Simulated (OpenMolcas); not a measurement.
## Os⁴⁺: input and output

Input:

```
&GATEWAY
Coord
1

Os 0.0 0.0 0.0
Basis=ANO-R3
Group=XYZ
NoMove
AngMom=0.0 0.0 0.0
AMFI
&SEWARD
* reference wave functions (RASSCF and RASSI steps not shown): 4 electrons in 5 orbitals (5d)
>>> COPY JOB001 $Project.JobIph
&CASPT2
Multistate=5 1 2 3 4 5
Frozen=14 16
IPEA=0.25
Imaginary=0.1
MaxIter=60
WThr=0.0 0.3 0.05
PrWF=0.5
NoMix
>>> COPY JOB002 $Project.JobIph
&CASPT2
Multistate=45 1 2 3 4 5 6 7 8 9 10 11 12 13 14 15 16 17 18 19 20 21 22
23 24 25 26 27 28 29 30 31 32 33 34 35 36 37 38 39 40 41 42 43 44 45
Frozen=14 16
IPEA=0.25
Imaginary=0.1
MaxIter=60
WThr=0.0 0.3 0.05
PrWF=0.5
NoMix
>>> COPY JOB003 $Project.JobIph
&CASPT2
Multistate=50 1 2 3 4 5 6 7 8 9 10 11 12 13 14 15 16 17 18 19 20 21 22
23 24 25 26 27 28 29 30 31 32 33 34 35 36 37 38 39 40 41 42 43 44 45 46
47 48 49 50
Frozen=14 16
IPEA=0.25
Imaginary=0.1
MaxIter=60
WThr=0.0 0.3 0.05
PrWF=0.5
NoMix
```

Launched by
```bash
OMP_NUM_THREADS=1 MOLCAS_MEM=1689 MOLCAS_PROJECT=a pymolcas a.inp > a.log  # once for each step of the input, in one work folder
```

Output, cut to the results:

```
--- CASPT2 ---
Orbital specifications:
      -----------------------

      Symmetry species                           1   2
                                                ag  au
      Frozen orbitals                           14  16
      Inactive orbitals                          1   3
      Active orbitals                            5   0
      Secondary orbitals                        47  52
      Deleted orbitals                           0   0
      Number of basis functions                 67  71
Type of calculation                        MS-CASPT2
      Fock operator                              state-specific
      IPEA shift                                 0.25
      Real shift                                 0.00
      Imaginary shift                            0.10
      The input orbitals will be transformed to quasi-canonical
Reference energy:      -17246.9269029628
      E2 (Non-variational):      -0.3180559756
      Shift correction:          -0.0000816478
      E2 (Variational):          -0.3181376235
      Total energy:          -17247.2450405863
      Residual norm:              0.0000000779
      Reference weight:           0.95668
      Contributions to the CASPT2 correlation energy
      Active & Virtual Only:         -0.0341016861
      One Inactive Excited:          -0.1566985015
      Two Inactive Excited:          -0.1272557880
Reference energy:      -17246.9269029628
      E2 (Non-variational):      -0.3180460698
      Shift correction:          -0.0000816305
      E2 (Variational):          -0.3181277002
      Total energy:          -17247.2450306631
      Residual norm:              0.0000000666
      Reference weight:           0.95668
      Contributions to the CASPT2 correlation energy
      Active & Virtual Only:         -0.0341015349
      One Inactive Excited:          -0.1566884628
      Two Inactive Excited:          -0.1272560721
::    CASPT2 Root  1     Total energy: -17247.24504059
::    CASPT2 Root  2     Total energy: -17247.24503066
::    CASPT2 Root  3     Total energy: -17247.24504269
::    CASPT2 Root  4     Total energy: -17247.24503164
::    CASPT2 Root  5     Total energy: -17247.24504875
::    MS-CASPT2 Root  1     Total energy: -17247.24505269
::    MS-CASPT2 Root  2     Total energy: -17247.24505135
::    MS-CASPT2 Root  3     Total energy: -17247.24503834
::    MS-CASPT2 Root  4     Total energy: -17247.24503038
::    MS-CASPT2 Root  5     Total energy: -17247.24502156
--- CASPT2 ---
Orbital specifications:
      -----------------------

      Symmetry species                           1   2
                                                ag  au
      Frozen orbitals                           14  16
      Inactive orbitals                          1   3
      Active orbitals                            5   0
      Secondary orbitals                        47  52
      Deleted orbitals                           0   0
      Number of basis functions                 67  71
Type of calculation                        MS-CASPT2
      Fock operator                              state-specific
      IPEA shift                                 0.25
      Real shift                                 0.00
      Imaginary shift                            0.10
      The input orbitals will be transformed to quasi-canonical
Reference energy:      -17246.8442712664
      E2 (Non-variational):      -0.3300035118
      Shift correction:          -0.0000984005
      E2 (Variational):          -0.3301019123
      Total energy:          -17247.1743731787
      Residual norm:              0.0000000693
      Reference weight:           0.95329
      Contributions to the CASPT2 correlation energy
      Active & Virtual Only:         -0.0426761088
      One Inactive Excited:          -0.1627524057
      Two Inactive Excited:          -0.1245749973
Reference energy:      -17246.8442712664
      E2 (Non-variational):      -0.3302599776
      Shift correction:          -0.0001016592
      E2 (Variational):          -0.3303616368
      Total energy:          -17247.1746329032
      Residual norm:              0.0000000727
      Reference weight:           0.95310
      Contributions to the CASPT2 correlation energy
      Active & Virtual Only:         -0.0428331937
      One Inactive Excited:          -0.1628381631
      Two Inactive Excited:          -0.1245886207
::    CASPT2 Root  1     Total energy: -17247.17437318
::    CASPT2 Root  2     Total energy: -17247.17463290
::    CASPT2 Root  3     Total energy: -17247.17440059
::    CASPT2 Root  4     Total energy: -17247.17445074
::    CASPT2 Root  5     Total energy: -17247.17461582
::    CASPT2 Root  6     Total energy: -17247.17442275
::    CASPT2 Root  7     Total energy: -17247.17452820
::    CASPT2 Root  8     Total energy: -17247.17446883
::    CASPT2 Root  9     Total energy: -17247.17461771
::    CASPT2 Root 10     Total energy: -17247.17440459
::    CASPT2 Root 11     Total energy: -17247.17448742
::    CASPT2 Root 12     Total energy: -17247.17306682
::    CASPT2 Root 13     Total energy: -17247.17300895
::    CASPT2 Root 14     Total energy: -17247.17302330
::    CASPT2 Root 15     Total energy: -17247.16778306
::    CASPT2 Root 16     Total energy: -17247.16726727
::    CASPT2 Root 17     Total energy: -17247.16735243
::    CASPT2 Root 18     Total energy: -17247.16757976
::    CASPT2 Root 19     Total energy: -17247.16741275
::    CASPT2 Root 20     Total energy: -17247.16723119
::    CASPT2 Root 21     Total energy: -17247.16738881
::    CASPT2 Root 22     Total energy: -17247.15898396
::    CASPT2 Root 23     Total energy: -17247.15880551
::    CASPT2 Root 24     Total energy: -17247.15877606
::    CASPT2 Root 25     Total energy: -17247.15885629
::    CASPT2 Root 26     Total energy: -17247.15891633
::    CASPT2 Root 27     Total energy: -17247.15913857
::    CASPT2 Root 28     Total energy: -17247.15920783
::    CASPT2 Root 29     Total energy: -17247.15904927
...
```

Levels above the lowest, from the spin-orbit matrix with the multistate effective Hamiltonian, averaged by term, added to it:

| Configuration | Term | J | E (cm⁻¹) | Measured (cm⁻¹) | g | Term weight % | Second |
| --- | --- | --- | --- | --- | --- | --- | --- |
| 5d⁴ | ⁵D | 0 | 0.0 | 0.0 |  | 64 | 32 ³P(1) |
| 5d⁴ | ⁵D | 1 | 4400 | 4311 | 1.500 | 84 | 15 ³P(1) |
| 5d⁴ | ⁵D | 2 | 8250 | 8083 | 1.475 | 92 | 3 ³P(1) |
| 5d⁴ | ⁵D | 3 | 11200 | 11018 | 1.454 | 87 | 7 ³F(1) |
| 5d⁴ | ⁵D | 4 | 13150 | 12966 | 1.396 | 68 | 22 ³F(1) |
| 5d⁴ | ³P(1) | 0 | 18800 |  |  | 51 | 35 ⁵D |
| 5d⁴ | ³H | 4 | 20890 | 20374 | 0.975 | 57 | 15 ⁵D |
| 5d⁴ | ³G | 3 | 24640 | 23942 | 0.906 | 61 | 24 ³F(1) |
| 5d⁴ | ³F(1) | 2 | 25170 |  | 0.817 | 67 | 18 ¹D(1) |
| 5d⁴ | ³P(1) | 1 | 25300 | 24680 | 1.396 | 77 | 13 ⁵D |
| 5d⁴ | ³H | 5 | 25930 | 25344 | 1.072 | 77 | 23 ³G |
| 5d⁴ | ³H | 6 | 28200 | 27669 | 1.125 | 75 | 25 ¹I |
| 5d⁴ | ³G | 4 | 30620 |  | 1.046 | 52 | 21 ³H |
| 5d⁴ | ³P(1) | 2 | 31130 |  | 1.298 | 49 | 38 ³D |
| 5d⁴ | ³F(1) | 4 | 32540 |  | 1.132 | 36 | 27 ¹G(1) |
| 5d⁴ | ³F(1) | 3 | 33180 |  | 1.136 | 45 | 31 ³D |
| 5d⁴ | ³D | 3 | 35540 |  | 1.123 | 42 | 26 ³G |
| 5d⁴ | ¹D(1) | 2 | 37270 |  | 1.119 | 31 | 25 ³P(1) |
| 5d⁴ | ³G | 5 | 37770 | 37016 | 1.162 | 77 | 23 ³H |
| 5d⁴ | ³D | 1 | 39590 | 38536 | 0.622 | 88 | 8 ³P(1) |
| 5d⁴ | ¹I | 6 | 39920 | 39284 | 1.043 | 75 | 25 ³H |
| 5d⁴ | ¹G(1) | 4 | 45010 |  | 1.079 | 45 | 21 ³F(2) |
| 5d⁴ | ¹S(1) | 0 | 45280 |  |  | 75 | 16 ³P(1) |
| 5d⁴ | ³D | 2 | 45380 |  | 1.151 | 26 | 22 ¹D(1) |

Against the 12 measured excited levels shown (the list in Palmeri et al., Atoms 14, 22 (2026)) the mean absolute deviation is 500 cm-1; the largest miss in energy is 5d⁴ ³D₁: computed 39590, measured 38536 cm⁻¹ (+2.7 %).

Term energies are means over components that CASPT2 splits; among the terms shown or strongly mixed into the levels shown the widest spread is 1100 cm-1 (5d⁴ ¹F). The CASPT2 spread within a term exceeds the gap to the next term for 5d⁴ ³H and 5d⁴ ³P(1), 5d⁴ ¹I and 5d⁴ ³D, 5d⁴ ¹D(1) and 5d⁴ ¹S(1), so the order of their levels is uncertain. Computed and measured levels are paired by configuration, term and J; levels that our copy of the source lacks, or whose pairing is in doubt (as where it misses far off the trend of its configuration), stay unpaired and out of the deviations. Only configurations of the active space appear. The table shows the lowest 24 of 34 levels.

The term weight is that of the spin-free term in the level, not the purity of its configuration. A number in round brackets counts repeated terms of one configuration in the order of the reference energies.
